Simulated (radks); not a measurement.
Task: Coherent X-ray form factor from a spherical all-electron density. Calculated with a radial shooting solver on a logarithmic mesh with Libxc functionals: scalar-relativistic Kohn-Sham, BLYP, spin-polarised, spherical densities, finite nucleus; Fermi nuclear charge, rms radius of each element as measured or else 0.836 A^(1/3) + 0.57 fm.

sin(theta)/lambda (1/angstrom),f0 (electrons)
0.05,11.528
0.1,10.515
0.15,9.531
0.2,8.735
0.25,8.055
0.3,7.413
0.4,6.165
0.5,5.019
0.6,4.059
0.8,2.744
1,2.037
1.25,1.608
1.5,1.390
2,1.118

The species is in the configuration that NIST lists as its ground one. Which atom or ion scatters so?

Result: Neutral magnesium, [Ne] 3s2. Extrapolating in s^2 from the first two rows gives f0(0) = 11.9, near the electron count 12; among species with that count, the fall with angle is slower the higher Z, and the table is that of Z = 12; from so few rows the species is fixed only to a neighbour or two.
